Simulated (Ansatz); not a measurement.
`[F][SnH]([F])[O][SiH3]` + H₂O → `[OH][SnH]([F])[F]` + silanol at 298.15 K and 1 bar (formal hydrolysis of the Sn–O bond).

Computed with Ansatz on PBE0-D4/def2-TZVP structures; ΔE is electronic, products minus reactants. CCSD(T)/CBS adds triple-zeta CCSD(T) − MP2 to the extrapolated MP2 energy (def2 sets, frozen cores). This one scheme is used for every species. Elements past krypton have def2 core potentials. For Sn outer-core shells are correlated without core-valence functions, which leaves a few kJ/mol of doubt a bond. One conformer a species, not always the lowest.

```json
{"species": "`[F][SnH]([F])[O][SiH3]`", "CCSD(T)/CBS energy (Eh)": "-780.38706", "H − E (kJ/mol)": "129.9", "S (J/(mol·K))": "403.5"}
{"species": "H₂O", "CCSD(T)/CBS energy (Eh)": "-76.37941", "H − E (kJ/mol)": "66.4", "S (J/(mol·K))": "188.7"}
{"species": "`[OH][SnH]([F])[F]`", "CCSD(T)/CBS energy (Eh)": "-490.06891", "H − E (kJ/mol)": "81.4", "S (J/(mol·K))": "333.4"}
{"species": "`O[SiH3]`", "CCSD(T)/CBS energy (Eh)": "-366.69042", "H − E (kJ/mol)": "113.6", "S (J/(mol·K))": "257.8"}
```

H − E and S are ideal-gas, rigid-rotor, harmonic terms from PBE0-D4/def2-TZVP, for one conformer and one mirror image of each species. 1 Eh = 2625.50 kJ/mol, R = 8.31446 J/(mol·K).

By hand: ΔE, ΔH, ΔS and ΔG.

ΔE = (-490.06891) + (-366.69042) − (-780.38706) − (-76.37941) = 0.00714 Eh = 18.7 kJ/mol. Δ(H − E) = 81.4 + 113.6 − 129.9 − 66.4 = -1.3, so ΔH = 17.4 kJ/mol. ΔS = 333.4 + 257.8 − 403.5 − 188.7 = -1.0 J/(mol·K). ΔG = 17.4 − 298.15 × (-1.0)/1000 = 17.7 kJ/mol.

By hand: the equilibrium constant, and the temperature at which ΔG would vanish if ΔH and ΔS stayed fixed.

log₁₀ K = −ΔG/(RT ln 10) = -3.1. ΔH and −TΔS have one sign here, so there is no such temperature.

The number of gas molecules stays the same, so ΔS is small and ΔH decides. A doubt of 5 kJ/mol in ΔE shifts log₁₀ K by 0.9 here. Other conformers and mirror images would add mixing entropy, several J/(mol·K) or more a flexible species. Modes under 60 cm⁻¹, often nearly free rotors, make the harmonic entropy too high. These are equilibria of isolated gas molecules and say nothing of rates. Largest T1 diagnostic: 0.015 (customary marks: 0.02 for closed shells, 0.045 for open ones).

ΔS is within the doubt of such terms, so its sign, and with it that verdict, could turn.
